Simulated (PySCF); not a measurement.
Compound: C3H9OSi (doublet state).
SMILES with atom numbers: `[CH3:1][C:2]([CH3:3])[O:4][SiH3:5]` (hydrogens: H6, H7, H8 on C1; H9, H10, H11 on C3; H12, H13, H14 on Si5)

Structure used (GFN2-xTB), in Å, numbered top down from 1:
```
atom  x, y, z in Å
C1    -0.9678   -1.1101    0.3483
C2    -0.4261    0.2546    0.5710
C3    -1.3220    1.4325    0.7272
O4     0.8563    0.5253    0.2592
Si5    2.1804   -0.3246   -0.1238
H6    -1.9097   -1.2334    0.8771
H7    -1.1495   -1.3071   -0.7161
H8    -0.2573   -1.8582    0.6998
H9    -1.8067    1.7055   -0.2186
H10   -2.1088    1.2211    1.4500
H11   -0.7448    2.2903    1.0644
H12    1.9534   -1.1772   -1.2961
H13    2.6015   -1.1930    0.9829
H14    3.1004    0.7739   -0.3675
```

The hyperfine couplings belong to this conformer and change with its torsions.

The calculation used PySCF, UKS B3LYP, pcH-1 on C H O Si, non-relativistic, mean-field spin-orbit, GIAO. Isolated species at its GFN2-xTB geometry (one conformer only). A GFN2-xTB geometry isn't a minimum of the functional, and hyperfine couplings can be far from their values at a DFT geometry. The SCF solution wasn't tested for stability.

Principal values of hyperfine tensors in MHz (contact, dipolar and spin–orbit terms together), for some of the nuclei:

| atom | isotope | A1 | A2 | A3 |
| --- | --- | --- | --- | --- |
| H7 | 1H | 124.28 | 125.17 | 136.38 |
| C2 | 13C | 46.42 | 48.50 | 288.97 |
| H8 | 1H | 40.69 | 41.59 | 55.35 |
| H10 | 1H | 34.26 | 35.24 | 49.15 |
| C3 | 13C | -27.79 | -27.38 | -23.55 |
| C1 | 13C | -27.68 | -27.26 | -23.06 |
| H11 | 1H | 15.40 | 16.36 | 29.63 |
| H6 | 1H | 11.42 | 12.83 | 26.25 |

Q: Split each tensor into its isotropic and traceless parts, and turn a_iso into mT with g = 2.0030.

A: a_iso is a third of the trace, T = A − a_iso, and a(mT) = a(MHz)/(g × 13.996). The tensors hold a spin–orbit part: the run splits a_iso into a_FC + a_SO, and T includes its anisotropic share.

```csv
atom,a_iso (MHz),a_FC,a_SO,a_iso (mT),T1,T2,T3
H7,128.61,128.61,0.00,4.588,-4.33,-3.44,7.77
C2,127.96,128.03,-0.07,4.565,-81.55,-79.46,161.01
H8,45.88,45.87,0.00,1.636,-5.19,-4.28,9.48
H10,39.55,39.54,0.00,1.411,-5.29,-4.31,9.60
C3,-26.24,-26.25,0.01,-0.936,-1.55,-1.14,2.69
C1,-26.00,-26.01,0.01,-0.927,-1.68,-1.26,2.94
H11,20.46,20.46,0.00,0.730,-5.07,-4.10,9.17
H6,16.83,16.83,0.00,0.600,-5.41,-4.00,9.41
```

Q: What spin density at the nucleus of H10 lies behind its contact coupling (g_N = 5.58569)?

A: a_FC = (2μ0/3) gₑ μB g_N μN ρ(0)/(2S·h) = 800.24 MHz × g_N × ρ(0)/(2S), with ρ in bohr⁻³. With a_FC = 39.54 MHz and 2S = 1, ρ(0) = 0.008847 bohr⁻³. In magnitude that is 2.8 % of the 1/π = 0.318 of a free hydrogen atom.

Q: H9 (1H, g_N = 5.58569) isn't in the table. Its spin density at the nucleus is 0.02839 bohr⁻³. What is its contact coupling?

A: By the same relation, a_FC = 126.9 MHz. Its full tensor has the principal values 122.45, 123.63, 134.64 MHz.

Q: Which nucleus of the table has the largest anisotropic coupling, and what is its form?

A: C2: -81.5, -79.5, 161.0 MHz, axial, in the ratio −1:−1:+2, the form that spin in one p orbital centred on that nucleus gives.

Q: In a single crystal, with the field along each principal axis of the tensor of H8 in turn, what first-order splitting does this nucleus give (isotropic g, quadrupole terms neglected)?

A: 2 lines (I = 1/2), spaced by |A_i|/(g × 13.996): 1.45, 1.48, 1.97 mT along the axes of A1, A2 and A3.
